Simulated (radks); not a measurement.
Problem. Br2+, configuration [Ar] 3d10 4s2 4p3. Calculated with a radial shooting solver on a logarithmic mesh with Libxc functionals: scalar-relativistic Kohn-Sham, PBEsol, spin-polarised, spherical densities, point nucleus; open shells are filled with parallel spins first. Some entries of the table are withheld. Estimate them.

orbital,occ.,eigenvalue (hartree),<r^2> (bohr^2),<r> (bohr)
1s up,1,-489.9572,0.002463,0.04277
1s down,1,-489.9487,0.002463,0.04277
2s up,1,-64.52897,0.04241,0.1897
2s down,1,-64.52412,0.04241,0.1896
2p up,3,-57.03618,0.03353,0.1655
2p down,3,-57.02820,0.03353,0.1655
3s up,1,-9.61545,0.3504,0.5518
3s down,1,-9.60481,0.3500,0.5516
3p up,3,-7.25016,0.3734,0.5645
3p down,3,-7.23793,0.3724,0.5639
3d up,5,-3.33495,(1),0.5906
3d down,5,-3.31860,(2),0.5873
4s up,1,-1.58222,2.863,1.589
4s down,1,-1.46288,2.864,1.586
4p up,3,-1.08137,3.862,1.839
4p down,0,-0.96118,3.995,1.863

Solution. 
(1) 3d up <r^2> (bohr^2): 0.4328
(2) 3d down <r^2> (bohr^2): 0.4267
